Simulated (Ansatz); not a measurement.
Basis-set extrapolation for C$_{3}$H$_{6}$BF, SMILES `FB1CCC1` (PBE0-D4/def2-TZVP geometry, frozen core, Ansatz). Multiplicity 1, RHF reference.

```json
{"": "HF", "def2-TZVPP": "-241.352126", "def2-QZVPP": "-241.362941"}
{"": "MP2 correlation", "def2-TZVPP": "-0.851779", "def2-QZVPP": "-0.913884"}
{"": "CCSD(T) correlation", "def2-TZVPP": "-0.920847", "def2-QZVPP": "not run"}
```

Energies in hartree. Use E(X) = E(∞) + A·exp(−7.88·√X) for Hartree–Fock and E(X) = E(∞) + B·X^(−2.97) for correlation, with X = 3 and 4, and add CCSD(T) minus MP2 of the smaller set to the MP2 limit.

Task: What is the CCSD(T) energy at the basis-set limit?

Result: HF limit: -241.362941 + (-0.010815) × 0.13774 = -241.36443. MP2 limit: -0.913884 + (-0.062105) × 0.74074 = -0.95989. Higher-order term: -0.920847 − (-0.851779) = -0.06907. Total: -242.39339 hartree, 316.2 kJ/mol below CCSD(T)/def2-TZVPP.
